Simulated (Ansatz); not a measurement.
Mulliken charges of Cl2F2MoO, SMILES `[O]=[Mo]([F])([F])([Cl])[Cl]` from PBE/def2-TZVPP in Ansatz (PBE0-D4/def2-TZVP geometry).

```tsv
atom	x (Å)	y (Å)	z (Å)	charge (e)
O1	-0.903	0.018	-1.466	-0.335
Mo2	-0.066	-0.076	-0.061	1.264
F3	-1.255	-0.700	1.200	-0.288
F4	0.594	-1.794	0.025	-0.288
Cl5	2.037	0.532	-0.636	-0.176
Cl6	-0.366	1.955	0.892	-0.176
```

Question: By hand: the dipole of these point charges (1 e Å = 4.8032 D).

Answer: Σ q r = (0.115, 0.178, 0.016) e Å, of length 0.213 e Å = 1.02 D.

Question: How does the dipole of the full density compare? (Estimate.)

Answer: Ansatz gave: (0.067, 0.124, -0.009) e Å, 0.68 D; the point charges give 1.50 times that, at 9° from its direction.

Point charges leave out the atoms' own dipoles, such as those of lone pairs, and Mulliken's split depends on the basis, so the two needn't agree.
